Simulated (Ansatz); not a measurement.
A structure drawn as `FC(F)(F)C[O][Ti]([F])([F])[F]`, with this starting geometry:

```xyz
12

F    -1.421    2.092    0.877
C    -0.521    1.943   -0.178
F     0.633    2.656    0.116
F    -1.051    2.427   -1.288
C    -0.201    0.475   -0.326
O     0.290   -0.045    0.861
Ti    0.646   -1.959    0.517
F     1.353   -2.779    2.104
F    -1.014   -2.863    0.002
F     1.908   -2.135   -0.949
H    -1.142   -0.111   -0.609
H     0.520    0.300   -1.128
```

Total charge 0; spin multiplicity 1.

Question: Does it keep its bonds when Ansatz relaxes it at PBE-D4/def2-SVP and then PBE0-D4/def2-TZVP?

Answer: Yes, every drawn bond is still there and no new one forms.

Question: Give the relaxed structure. (An estimate is asked.)

Answer: Ansatz gave: 
Z-matrix (Å, degrees):
```
C
F 1 1.333
F 1 1.335 2 108.2
F 1 1.336 2 107.6 3 -116.7
C 1 1.517 2 111.8 3 120.9
O 5 1.382 1 110.8 2 62.0
H 5 1.094 1 107.9 2 -176.6
H 5 1.094 1 108.0 2 -58.8
Ti 6 1.759 5 158.6 1 40.7
F 9 1.751 6 108.9 5 -179.9
F 9 1.747 6 110.2 5 -59.2
F 9 1.750 6 109.1 5 60.6
```
All modes are real.

Atoms count as bonded under 1.1 times the sum of their covalent radii (H–H under 0.85 Å, pairs among N, O and F under 1.55 Å), and a drawn bond as lost past 1.3 times.
